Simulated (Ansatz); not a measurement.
System: CH$_{5}$SSi, charge 0, doublet. CH5SSi (SMILES CS[SiH2], doublet).
B3LYP-D3(BJ)/def2-TZVP minimum from Ansatz (an electronic-structure program):
```
S
C 1 1.8310
H 2 1.0877 1 110.68
H 2 1.0879 3 109.25 1 117.20
H 2 1.0881 3 110.12 4 120.03
Si 1 2.1323 2 100.71 3 -65.80
H 6 1.4861 1 105.37 2 -170.02
H 6 1.4926 7 110.41 1 -118.85
```
Charge 0, spin multiplicity 2.

Total energies in hartree (Ansatz). Open shells are spin-unrestricted; no spin-orbit coupling. Correlated methods leave the cores frozen. No relativity. Where a partner has so few electrons that a lower coupled-cluster level is exact, that level stands in.

```tsv
species	HF/cc-pV(T+d)Z	CCSD(T)/cc-pV(T+d)Z	HF/cc-pV(Q+d)Z	CCSD(T)/cc-pV(Q+d)Z	CCSD(T)/cc-pV(D+d)Z	CCSDT(Q)/cc-pV(D+d)Z
1: CH5SSi (SMILES CS[SiH2], doublet)	-727.27367	-727.80298	-727.28308	-727.84428	-727.66093	-727.66308
2: Si (triplet)	-288.85649	-288.93344	-288.85845	-288.93781	-288.91643	-288.91690
3: S (triplet)	-397.50938	-397.65444	-397.51264	-397.66785	-397.60412	-397.60456
4: C (triplet)	-37.69157	-37.78076	-37.69331	-37.78654	-37.76038	-37.76071
5: H (doublet)	-0.49981	-0.49981	-0.49995	-0.49995	-0.49928	-0.49928
```

Question: Work out the atomisation energy (electronic, to ground-state atoms) in kcal/mol: take Hartree-Fock from cc-pV(Q+d)Z, extrapolate the CCSD(T) correlation energy as X^-3 (X = 3, 4), and add CCSDT(Q) - CCSD(T) in cc-pV(D+d)Z. 1 hartree = 627.51 kcal/mol.

Answer: 
Species 1: correlation (64·(-0.56120) - 27·(-0.52931))/37 = -0.58447; step -0.00215; E1 = -727.28308 + (-0.58447) + (-0.00215) = -727.86970
Species 2: correlation (64·(-0.07936) - 27·(-0.07695))/37 = -0.08112; step -0.00047; E2 = -288.85845 + (-0.08112) + (-0.00047) = -288.94004
Species 3: correlation (64·(-0.15521) - 27·(-0.14506))/37 = -0.16262; step -0.00044; E3 = -397.51264 + (-0.16262) + (-0.00044) = -397.67570
Species 4: correlation (64·(-0.09323) - 27·(-0.08919))/37 = -0.09618; step -0.00033; E4 = -37.69331 + (-0.09618) + (-0.00033) = -37.78982
Species 5: correlation (64·(0.00000) - 27·(0.00000))/37 = 0.00000; step +0.00000; E5 = -0.49995 + (0.00000) + (+0.00000) = -0.49995
-1·E1 +1·E2 +1·E3 +1·E4 +5·E5 = 0.96439 hartree = 605.2 kcal/mol.
